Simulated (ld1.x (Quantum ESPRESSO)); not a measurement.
**Pseudopotential generation for Ce (Z = 58): PAW, LDA (PZ), scalar-relativistic.**

cerium, PAW, made with ld1.x (Quantum ESPRESSO) 7.5 (LDA (PZ), scalar-relativistic). Core [Kr] 4d10, reference 4f2 5s2 5p6 5d0 6s2 6p0. Waves: 5s (bound): rcut 1.95, rcutus 2.10 bohr; 6s (bound): rcut 1.95, rcutus 2.10 bohr; 5p (bound): rcut 3.15, rcutus 3.50 bohr; 6p (bound, empty): rcut 3.15, rcutus 3.50 bohr; 5d (bound, empty): rcut 2.35, rcutus 3.20 bohr; 5d channel at 0.4 Ry: rcut 2.35, rcutus 3.20 bohr; 4f (bound): rcut 1.40, rcutus 1.65 bohr; 4f channel at 1.15 Ry: rcut 1.40, rcutus 1.65 bohr. Local part: all-electron potential smoothed inside 2.60 bohr (lloc = -1). Core correction: Bessel-smoothed model core, default radius (core density twice the valence density). Augmentation charge: BESSEL, radius 1.50 bohr.

All-electron outer shells of the reference configuration (LDA (PZ), scalar-relativistic, ld1.x):

```json
{"shell": "4p", "level (eV)": "-203.93", "outermost node (bohr)": "0.33", "outermost maximum (bohr)": "0.62"}
{"shell": "4d", "level (eV)": "-104.08", "outermost node (bohr)": "0.31", "outermost maximum (bohr)": "0.66"}
{"shell": "5s", "level (eV)": "-37.63", "outermost node (bohr)": "0.76", "outermost maximum (bohr)": "1.39"}
{"shell": "5p", "level (eV)": "-20.86", "outermost node (bohr)": "0.81", "outermost maximum (bohr)": "1.57"}
{"shell": "6s", "level (eV)": "-3.55", "outermost node (bohr)": "1.85", "outermost maximum (bohr)": "3.87"}
{"shell": "5d", "level (eV)": "-2.24", "outermost node (bohr)": "0.93", "outermost maximum (bohr)": "2.34"}
{"shell": "6p", "level (eV)": "-1.30", "outermost node (bohr)": "2.23", "outermost maximum (bohr)": "5.15"}
{"shell": "4f", "level (eV)": "-0.80", "outermost node (bohr)": "–", "outermost maximum (bohr)": "0.72"}
```

Problem. Does the generator finish with these settings?

Solution. Yes, a potential is produced and its reference levels are reproduced.

Problem. Is the overlap operator S = 1 + Σ q|β⟩⟨β| positive definite (Bessel basis up to 400 Ry)?

Solution. No: its lowest eigenvalue is -0.787, in the p channel, so the generalised eigenproblem breaks down once the basis is large enough.

Test run stopped at test 1 of 9 (negative rho).

The ghost test of this file was not conclusive. Its overlap operator is not positive definite in a basis up to 400 Ry (lowest eigenvalue p -0.79), so the file is unfit for use: the generalised eigenproblem breaks down once the basis is large enough, and its test numbers describe a broken file.
